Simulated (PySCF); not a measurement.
TiI3, SMILES [Ti+]([I])([I])[I], charge +1, multiplicity 1.

Coordinates come from a r2SCAN-D4/def2-SVP optimisation. The multiplicity is an assumed one; other spin states were not compared. The isomer is the one that the SMILES or the coordinates give; other isomers of the formula were not compared. The def2 effective core potentials stand for the cores of I; spin–orbit coupling is left out.

Two levels are set side by side: TDDFT-PBE/def2-SVPD (PySCF) and TDDFT-B3LYP/def2-SVPD (PySCF). Vertical, same geometry. The lowest singlet is HOMO→LUMO 100 % with PBE and HOMO→LUMO 100 % with the other functional; states are paired by order. Differences are taken from unrounded values.

```csv
quantity,TDDFT-B3LYP,TDDFT-PBE,TDDFT-PBE minus TDDFT-B3LYP
lowest singlet excitation (eV),1.80,1.50,-0.30
lowest triplet excitation (TDA) (eV),1.76,1.46,-0.30
```

Functionals without exact exchange tend to place singlet excitations lower, as here. Differences between two approximate levels are no errors against the true value.

Rough cost on one machine, each run with all the roots and properties that it gave: TDDFT-B3LYP against TDDFT-PBE about 4 times.
